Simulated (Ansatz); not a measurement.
F6Mo, SMILES [Mo-]([F])([F])([F])([F])([F])[F] (connectivity only; charge and spin as stated), charge -1, multiplicity 2.

Geometry: PBE0-D3(BJ)/def2-SVPD. The multiplicity is an assumed one; other spin states were not compared. The def2 effective core potentials stand for the cores of Mo; spin–orbit coupling is left out.

Two levels are set side by side: PBE/def2-TZVPD (Ansatz, a program for electronic structure) and CAM-B3LYP/def2-TZVPD (Ansatz). Energy differences of separate SCF runs at the same geometry; the states with an electron removed or added have multiplicity 1. Differences are taken from unrounded values.

| quantity | CAM-B3LYP | PBE | PBE minus CAM-B3LYP |
|---|---|---|---|
| vertical ionisation energy (eV) | 4.78 | 3.38 | -1.40 |
